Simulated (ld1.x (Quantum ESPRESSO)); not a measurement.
## Pseudopotential generation for lithium: ultrasoft, Wu–Cohen, non-relativistic.

```json
{"Element": "lithium", "Generator": "ld1.x (Quantum ESPRESSO) 7.5", "Type": "ultrasoft", "Functional": "Wu–Cohen", "Relativity": "non-relativistic", "Frozen core": "[He]", "Valence charge": "1", "Reference configuration": "2s0.5 2p0 (charge +0.5)", "Partial waves": "2s (bound): rcut 2.90, rcutus 3.25 bohr; 2s channel at 2.3 Ry: rcut 2.90, rcutus 3.25 bohr; 2p (bound, empty): rcut 3.75, rcutus 4.60 bohr; 2p channel at 0.2 Ry: rcut 3.75, rcutus 4.60 bohr", "Local potential": "all-electron potential smoothed inside 2.45 bohr (lloc = -2)", "Core correction": "none", "Augmentation charge": "PSQ, radius 2.05 bohr"}
```

All-electron outer shells of the reference configuration (Wu–Cohen, non-relativistic, ld1.x):

```json
{"shell": "2s", "level (eV)": "-5.24", "outermost node (bohr)": "0.83", "outermost maximum (bohr)": "2.97"}
{"shell": "2p", "level (eV)": "-3.26", "outermost node (bohr)": "–", "outermost maximum (bohr)": "3.32"}
```

(1) Estimate the cutoffs (Ry, on a coarse ladder) from which the occupation-weighted sum of valence levels, in a spherical-Bessel basis at the reference potential, stays within 10 and 1 mRy of its value at 400 Ry.

(2) What does a ghost test show?

(3) Is the overlap operator S = 1 + Σ q|β⟩⟨β| positive definite (Bessel basis up to 400 Ry)?

## Answers

(1) 6 Ry and 6 Ry.

(2) No extra level below or beside the all-electron valence levels (s, p, d, f tested).

(3) Yes: its lowest eigenvalue is 0.29 (s channel).

Test run stopped at test 1 of 2 (negative rho).
